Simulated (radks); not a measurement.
Values are calculated unless marked as measured or tabulated.
Species: Zr+. Configuration: [Kr] 4d2 5s1. Code: a radial shooting solver on a logarithmic mesh with Libxc functionals. Model: scalar-relativistic Kohn-Sham, PBE, spin-polarised, spherical densities, finite nucleus; open shells are filled with parallel spins first (spin-orbit coupling, left out, can overturn this in heavy ions); Fermi nuclear charge, rms radius 4.2694 fm.

Radial electron density D(r) = 4 pi r^2 rho(r):

r (bohr)  D(r) (e/bohr)  spin D(r)
0.002976          4.809   0.000639
0.003969          7.704    0.00102
0.005294          12.02    0.00157
0.007061          18.10    0.00232
0.009417          26.03    0.00323
0.01256           35.18    0.00410
0.01675           43.89    0.00450
0.02234           49.49    0.00379
0.0298            49.71    0.00144
0.03975           45.37   -0.00191
0.05301           42.26   -0.00322
0.07071           47.18    0.00290
0.09431           57.96     0.0210
0.1248            60.98     0.0514
0.1664            49.03     0.0991
0.222             37.43      0.167
0.2961            41.61      0.210
0.3949            45.13      0.137
0.5267            30.79    0.00699
0.7024            14.09     0.0825
0.9369            9.478      0.454
1.25              8.691      0.862
1.667             5.181       1.07
2.223             2.149       1.05
2.965            0.9501      0.808
3.954            0.4021      0.395
5.274            0.1006      0.101
7.034           0.01108     0.0111
9.382         0.0003826   0.000383

D(r) has 3 maxima, at r = 0.0260, 0.115, 0.367 bohr, and minima at 0.0526, 0.235 bohr, inside which lie 2.03, 11.05 electrons.
